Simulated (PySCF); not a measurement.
Al(Me)2(F) (C2H6AlF), SMILES [CH3][Al]([CH3])[F].

The structure is a stationary point at B3LYP-D3(BJ)/def2-SVP. The isomer is the one that the SMILES or the coordinates give; other isomers of the formula were not compared.

The numbers are results of CAM-B3LYP/def2-TZVP (PySCF), not measurements.

Gas-phase values at a fixed geometry.

Computed frontier levels, gap, dipole moment and polarisability:
```yaml
highest_occupied_level: -9.33 eV
lowest_empty_level: 0.55 eV
orbital_gap: 9.88 eV
dipole_moment: 1.94 D
quadrupole, principal values (traceless, Buckingham form, about the centre of nuclear charge): -6.21, -0.63, 6.84 D·Å
mean_static_polarisability: 48.1 bohr³ (7.13 Å³)
polarisability_principal_values: 41.5, 45.7, 57.1 bohr³
```
